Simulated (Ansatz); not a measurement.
Reaction (ligand exchange at a B–S bond): `B[S][AlH2]` + `[OH][GeH3]` → `B[O][GeH3]` + `[AlH2][SH]`

Calculated with Ansatz (gas phase, PBE0-D4/def2-TZVP geometries, no zero-point term in ΔE). CCSD(T)/CBS adds triple-zeta CCSD(T) − MP2 to the extrapolated MP2 energy (def2 sets, frozen cores). This one scheme is used for every species. Functionals use def2-TZVPP. For Ge outer-core shells are correlated without core-valence functions, which leaves a few kJ/mol of doubt a bond. Scalar relativity is left out up to krypton.

CCSD(T)/CBS gives -64.0 kJ/mol.

(1) Another level gave -65.3 kJ/mol. Which?
A. LDA (SPW92)/def2-TZVPP
B. CAM-B3LYP/def2-TZVPP
C. PBE0-D4/def2-TZVPP
D. RPA@PBE/def2-TZVPP

Largest T1 diagnostic among the species: 0.014.

Answers

(1) A. LDA (SPW92) -65.3, CAM-B3LYP -75.7, PBE0-D4 -60.0, RPA@PBE/def2-TZVPP -69.5 kJ/mol.

At CCSD(T), def2-SVP lies −16.0 kJ/mol from the extrapolated value and def2-TZVPP −3.5 kJ/mol. Leaving LDA and LC-ωPBE aside and taking each functional with its dispersion term where it has one, the values, not all of them listed here, spread over 18.1 kJ/mol, from CAM-B3LYP-D4 to revPBE-D4. LDA lies −5.3 kJ/mol from PBE without D4. In def2-TZVPP, CCSD(T) changes the Hartree–Fock value by +11.0 kJ/mol (the triples alone add +2.2 kJ/mol) and MP2 by +15.0 kJ/mol.
